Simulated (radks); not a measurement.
Problem. All-electron atom: the krypton ion Kr+ in [Ar] 3d8 4s2 4p5 4f2 (not the ground configuration). Method: scalar-relativistic Kohn-Sham, SCAN, spin-polarised, spherical densities, finite nucleus; open shells are filled with parallel spins first; meta-GGA in the generalised Kohn-Sham scheme; Fermi nuclear charge, rms radius 4.1884 fm; computed with a radial shooting solver on a logarithmic mesh with Libxc functionals. Some entries of the table are withheld. Estimate them.

orbital,occ.,eigenvalue (hartree),<1/r> (bohr^-1)
1s up,1,-524.1532,36.76
1s down,1,-524.1457,36.76
2s up,1,-71.76611,8.179
2s down,1,-71.64389,8.187
2p up,3,-63.65254,7.981
2p down,3,-63.55740,7.988
3s up,1,-12.24576,2.765
3s down,1,-12.07234,2.754
3p up,3,-9.62062,2.617
3p down,3,-9.44414,2.605
3d up,5,-5.33964,2.376
3d down,3,-5.14666,2.363
4s up,1,-2.15103,0.9735
4s down,1,-2.07490,0.9619
4p up,3,(1),0.8629
4p down,2,(2),0.8525
4f up,2,-0.11534,(3)

Solution. 
(1) 4p up eigenvalue (hartree): -1.48849
(2) 4p down eigenvalue (hartree): -1.41975
(3) 4f up <1/r> (bohr^-1): 0.1819
